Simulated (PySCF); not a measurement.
Species: C₇H₆NS (doublet state).
Geometry (GFN2-xTB, Å), atoms numbered from 1 in this order:
```
atom  x, y, z in Å
C1    -3.3616    0.9675    0.3374
C2    -2.2684    0.1407    0.2994
C3    -2.2899   -1.2688    0.3772
S4    -0.7301   -1.9389    0.2958
C5    -0.0939   -0.2583    0.1566
C6     1.2830   -0.0654    0.0426
C7     2.4786    0.0520   -0.0541
C8     3.9032    0.2244   -0.1715
N9    -0.9932    0.6406    0.1764
H10   -4.3517    0.5646    0.4338
H11   -3.2370    2.0305    0.2705
H12   -3.1538   -1.8930    0.4761
H13    4.2805    0.7797    0.6869
H14    4.1356    0.7797   -1.0800
H15    4.3944   -0.7473   -0.2112
```

The hyperfine couplings belong to this conformer and change with its torsions.

The species is `[CH2]c1csc(C#CC)n1` [radical].

Method used: UKS B3LYP, pcH-1 on C H N S, non-relativistic, mean-field spin-orbit, GIAO in PySCF 2.14.0. Isolated species at its GFN2-xTB geometry (one conformer only). GFN2-xTB frequencies show an imaginary mode (25i cm⁻¹), so this geometry is no minimum at that level. Couplings are sensitive to structure, and on GFN2-xTB geometries they can be far from those on DFT ones. No stability test was run, so a lower SCF solution isn't excluded. ⟨S²⟩ is 0.777 where a pure state has 0.75.

The Mulliken spin populations are largest on C1 (+0.74), C3 (+0.46), C2 (-0.20) and S4 (+0.08). The angles at C1 add up to 360.0°, so it is planar; its axial dipolar tensor and the negative couplings of its protons fit spin in a p orbital normal to that plane.

Question: McConnell's relation a(H) = Q·ρ ties the coupling of a proton on a planar π carbon to the spin population of that carbon. What Q do the computed values give?

Answer: 
| H | C | ρ(C) | a(H) (G) | a/ρ (G) |
| --- | --- | --- | --- | --- |
| H10 | C1 | +0.737 | -15.50 | -21.0 |
| H11 | C1 | +0.737 | -16.19 | -22.0 |
| H12 | C3 | +0.461 | -11.10 | -24.0 |

A least-squares line through the origin gives Q = -21.9 G with Mulliken populations.

Couplings in gauss use g_iso = 2.0031.

The run took 93 s wall (with the writing of density and orbital grids) on one thread of an Arm Neoverse V2, on a shared host, and the process peaked at 0.98 GiB of memory.
